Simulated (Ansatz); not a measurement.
Isolated molecules relaxed with PBE0-D4/def2-TZVP in Ansatz; ΔE leaves out vibrations. CCSD(T)/CBS is the MP2 limit (def2-TZVPP, def2-QZVPP) plus CCSD(T) − MP2 in def2-TZVPP, frozen cores. This one scheme is used for every species. Functionals use def2-TZVPP. B3LYP here is the variant with VWN-RPA as its local correlation; programs differ in this. One conformer a species, not always the lowest.

Consider the ligand exchange at the Si–C bond: `OC([SiH3])[SiH2]Cl` + `N=C=O` → `O=C=N[SiH3]` + `OC[SiH2]Cl`.

| level | ΔE (kJ/mol) | difference from CCSD(T)/CBS |
| --- | --- | --- |
| B97M-V | -94.8 | -2.0 |
| r2SCANh-D4 | -92.8 | 0.0 |
| BHLYP-D4 | -103.9 | -11.1 |
| BLYP | -98.2 | -5.4 |
| PBE0 | -92.9 | -0.1 |
| B3LYP | -103.0 | -10.2 |
| r2SCANh | -94.3 | -1.5 |
| r2SCAN0 | -97.3 | -4.5 |
| BHLYP | -111.3 | -18.5 |
| CAM-B3LYP | -103.7 | -10.9 |
| HF/def2-SVP | -125.5 | -32.7 |
| MP2/def2-SVP | -97.7 | -4.9 |
| HF/def2-TZVPP | -124.7 | -31.9 |
| CCSD/def2-TZVPP | -97.8 | -5.0 |
| SCS-MP2/def2-QZVPP | -101.4 | -8.6 |
| MP2/CBS(def2) | -96.6 | -3.8 |
| CCSD(T)/CBS | -92.8 | 0 |

Largest T1 diagnostic among the species: 0.018.

The D4 term adds +7.9 kJ/mol with B3LYP and +4.4 kJ/mol with PBE0; it sums over pairs of atoms, weighted by their polarisabilities, and B3LYP, whose exchange is more repulsive, gets the larger term. In def2-TZVPP, CCSD(T) changes the Hartree–Fock value by +32.1 kJ/mol (the triples alone add +5.2 kJ/mol) and MP2 by +28.2 kJ/mol.
